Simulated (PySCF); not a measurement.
Members of one family of related compounds. Computed with TDDFT B3LYP/def2-SVPD, vertical, gas phase, core orbitals frozen in the response (PySCF 2.14.0, density-fitted response routines). Geometries: GFN2-xTB; one conformer of each isolated species. Triplets are in the Tamm–Dancoff approximation. 'Strongest' means the level of largest summed f among the lowest 8 singlets; it needn't be the same kind of state in each.

Question: Rank by computed lowest singlet excitation energy, lowest first.
A. `O[SiH2]C(F)(F)C(F)(F)F`
B. `O[SiH2]CC(F)(F)F`
C. `O[SiH2]C1=CC=CS1`
D. `NC(=O)[SiH2]O`

Answer: D (4.89 eV), C (5.49 eV), A (7.01 eV), B (7.45 eV).

| SMILES | S1 (eV) | LUMO (eV) | strongest (eV) | f (strongest) | T1 (eV) | S1 mainly |
| --- | --- | --- | --- | --- | --- | --- |
| NC(=O)[SiH2]O | 4.89 | -0.65 | 7.25 | 0.13 | 4.28 | H→L (98%) |
| O[SiH2]c1cccs1 | 5.49 | -0.99 | 5.49 | 0.14 | 3.73 | H→L (84%) |
| O[SiH2]C(F)(F)C(F)(F)F | 7.01 | -0.80 | 8.80 | 0.11 | 6.63 | H→L (98%) |
| O[SiH2]CC(F)(F)F | 7.45 | -0.19 | 8.82 | 0.07 | 7.14 | H→L (97%) |

H and L stand for HOMO and LUMO.

- `NC(=O)[SiH2]O`: S1 has the pattern of n→π* at C=O.
- `O[SiH2]c1cccs1`: Löwdin shares by element: HOMO carbon 82% (atoms not listed hold the other 18%); LUMO carbon 55% or more, sulfur 21% (atoms not listed hold the other 24%).
- `O[SiH2]C(F)(F)C(F)(F)F`: Löwdin shares by element: HOMO carbon 22% or more, oxygen 19%, silicon 16%, fluorine 13% or more (atoms not listed hold the other 30%); LUMO silicon 28%, oxygen 19%, hydrogen 18% or more (atoms not listed hold the other 36%).
- `O[SiH2]CC(F)(F)F`: Löwdin shares by element: HOMO oxygen 40%, silicon 19%, carbon 17% or more, hydrogen 14% or more; LUMO silicon 28%, oxygen 23%, hydrogen 19% or more (atoms not listed hold the other 31%).
